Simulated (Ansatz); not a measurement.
Frontier orbitals of FH3HfSe3 (`[F][Hf]([SeH])([SeH])[SeH]`).

```
atom    x (Å)    y (Å)    z (Å)
  F1  -2.3654   0.7993  -1.0098
 Hf2  -0.7134   0.2413  -0.3045
 Se3  -0.6112   0.8186   2.1953
 Se4  -0.4656  -2.2963  -0.6078
 Se5   1.1931   1.4400  -1.5379
  H6   0.8150   1.1215   1.9806
  H7   0.2001  -2.3035   0.7070
  H8   1.9474   0.1792  -1.4230
```

The species carries charge 0 and has multiplicity 1. Correlated methods include outer-core shells of Hf, Se, which these sets cover unevenly. Scalar relativity is left out up to krypton. Hf: def2 effective core potential. The geometry is a stationary point of PBE0-D4/def2-TZVP. It is one conformer, not always the lowest. Basis def2-TZVPP, Ansatz.

```json
{"functional": "PBE", "HOMO (eV)": "-6.28", "LUMO (eV)": "-2.75", "gap (eV)": "3.53"}
{"functional": "B97M-V", "HOMO (eV)": "-6.58", "LUMO (eV)": "-2.58", "gap (eV)": "4.00"}
{"functional": "PBE0", "HOMO (eV)": "-7.38", "LUMO (eV)": "-1.98", "gap (eV)": "5.40"}
{"functional": "r2SCAN0", "HOMO (eV)": "-7.58", "LUMO (eV)": "-1.89", "gap (eV)": "5.69"}
{"functional": "CAM-B3LYP", "HOMO (eV)": "-8.59", "LUMO (eV)": "-0.93", "gap (eV)": "7.66"}
{"functional": "ωB97X-V", "HOMO (eV)": "-9.58", "LUMO (eV)": "0.07", "gap (eV)": "9.65"}
{"functional": "ωB97M-V", "HOMO (eV)": "-9.44", "LUMO (eV)": "-0.04", "gap (eV)": "9.40"}
```

Q: What is the vertical ionisation energy at frozen-core CCSD(T)/def2-TZVPP? (Best estimate.)

A: The calculation gave: 9.40 eV (T1 of the cation 0.041).

A quarter of exact exchange (PBE0) shifts PBE's HOMO by −1.10 eV and its LUMO by +0.77 eV; full exchange at long range (ωB97M-V) shifts them by −3.17 and +2.71 eV. The gap opens from 3.52 to 9.40 eV, since occupied levels lose self-interaction and empty ones feel all the electrons. −ε(HOMO) differs from that ionisation energy by −3.12 eV with PBE and +0.04 eV with ωB97M-V.
